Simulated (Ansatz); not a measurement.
`[Cl][Hf]([Cl])([Cl])[Br]` + H₂O → `[OH][Hf]([Cl])([Cl])[Cl]` + HBr at 298.15 K and 1 bar (formal hydrolysis of the Hf–Br bond).

Gas-phase electronic energies from Ansatz, PBE0-D4/def2-TZVP geometries. CCSD(T)/CBS adds triple-zeta CCSD(T) − MP2 to the extrapolated MP2 energy (def2 sets, frozen cores). This one scheme is used for every species. def2 core potentials past Kr. For Br, Hf outer-core shells are correlated without core-valence functions, which leaves a few kJ/mol of doubt a bond. Scalar relativity is left out up to krypton. Each species was taken in one conformer, which may not be the lowest.

| species | CCSD(T)/CBS energy (Eh) | H − E (kJ/mol) | S (J/(mol·K)) |
| --- | --- | --- | --- |
| `[Cl][Hf]([Cl])([Cl])[Br]` | -4000.86634 | 34.9 | 397.9 |
| H₂O | -76.37941 | 66.4 | 188.7 |
| `[OH][Hf]([Cl])([Cl])[Cl]` | -1503.31799 | 66.2 | 389.9 |
| HBr | -2573.91920 | 24.6 | 198.6 |

H − E and S are ideal-gas, rigid-rotor, harmonic terms from PBE0-D4/def2-TZVP, for one conformer and one mirror image of each species. 1 Eh = 2625.50 kJ/mol, R = 8.31446 J/(mol·K).

Task: By hand: ΔE, ΔH, ΔS and ΔG.

Result: ΔE = (-1503.31799) + (-2573.91920) − (-4000.86634) − (-76.37941) = 0.00856 Eh = 22.5 kJ/mol. Δ(H − E) = 66.2 + 24.6 − 34.9 − 66.4 = -10.5, so ΔH = 12.0 kJ/mol. ΔS = 389.9 + 198.6 − 397.9 − 188.7 = 1.9 J/(mol·K). ΔG = 12.0 − 298.15 × (1.9)/1000 = 11.4 kJ/mol.

Task: By hand: the equilibrium constant, and the temperature at which ΔG would vanish if ΔH and ΔS stayed fixed.

Result: log₁₀ K = −ΔG/(RT ln 10) = -2.0. ΔG = 0 at ΔH/ΔS = 6316 K, far beyond where these terms or the molecules hold.

The number of gas molecules stays the same, so ΔS is small and ΔH decides. A doubt of 5 kJ/mol in ΔE shifts log₁₀ K by 0.9 here. Other conformers and mirror images would add mixing entropy, several J/(mol·K) or more a flexible species. These are equilibria of isolated gas molecules and say nothing of rates. Largest T1 diagnostic: 0.014 (customary marks: 0.02 for closed shells, 0.045 for open ones).
